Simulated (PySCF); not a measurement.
**C⁺: ionisation energy**

C⁺ [He] 2s2 2p1 (2P) → C²⁺ [He] 2s2 (1S), as a difference of total energies. Calculation: PySCF 2.14, in dyall-acv3z (15s9p4d2f, 76 functions); the non-relativistic Hamiltonian (point nucleus). Correlated levels: valence: 1s2 frozen; valence and next inner shell: nothing frozen; virtual orbitals above 40 to 60 times the deepest correlated orbital energy dropped. The calculations carry no spin-orbit coupling.

| method | ionisation energy (eV) |
| --- | --- |
| UHF | 24.171 |
| LDA | 24.776 |
| PBE | 24.856 |
| PBE0 | 24.838 |
| r2SCAN | 25.003 |
| wB97X-V | 24.639 |
| PW91 | 24.954 |
| BLYP | 24.924 |
| LC-wPBE | 25.003 |
| MP2 (valence) | 24.385 |
| SCS-MP2 (valence) | 24.341 |
| MP2 (valence and next inner shell) | 24.409 |
| SCS-MP2 (valence and next inner shell) | 24.353 |

Problem. How much does correlation contribute at MP2 (valence and next inner shell)?

Solution. 24.409 − (24.171) = 0.238 eV, measured against UHF.

A first-order spin-orbit estimate (lowest level to lowest level, LS coupling) adds 0.005 eV.

Errors of the correlated levels include the incompleteness of this basis and the frozen core.

For comparison: 24.383 eV (measured; NIST Atomic Spectra Database, ionization energies).
